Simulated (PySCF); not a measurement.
C2H6O3Sn, SMILES C=[CH][Sn]([OH])([OH])[OH] (connectivity only; charge and spin as stated), charge +1, multiplicity 2. Atoms are numbered in the order given.

```xyz
12

O      0.9634    -0.9392     1.5548
Sn     0.2387    -0.1683    -0.1048
O      0.7818     1.7003    -0.3355
O      0.2593    -1.4862    -1.5437
C     -1.8492     0.3124     0.5749
C     -2.1357     1.6185     0.6068
H      0.9810    -1.9133     1.5875
H      1.7398     1.8631    -0.2964
H      0.2630    -1.1202    -2.4450
H     -2.4987    -0.5570     0.7500
H     -1.3781     2.4026     0.7582
H     -3.1659     1.9573     0.3921
```
Charge +1, spin multiplicity 2.

Geometry: r2SCAN-D4/def2-SVP. The def2 effective core potentials stand for the cores of Sn; spin–orbit coupling is left out. Other conformers were not sampled.

The numbers are results of PBE/def2-TZVP (PySCF), not measurements.

Gas-phase values at a fixed geometry.

Computed frontier levels, dipole moment and polarisability:
| Property | Value |
|---|---|
| α spin, highest occupied and lowest empty level | -12.09 and -8.09 eV |
| β spin, highest occupied and lowest empty level | -12.19 and -11.25 eV |
| dipole moment about the centre of nuclear charge | 3.42 D |
| mean static polarisability | 87.4 bohr³ (12.95 Å³) |
| polarisability, principal values | 68.3, 70.7, 123.2 bohr³ |
| ⟨S²⟩ | 0.754 (pure state 0.75) |
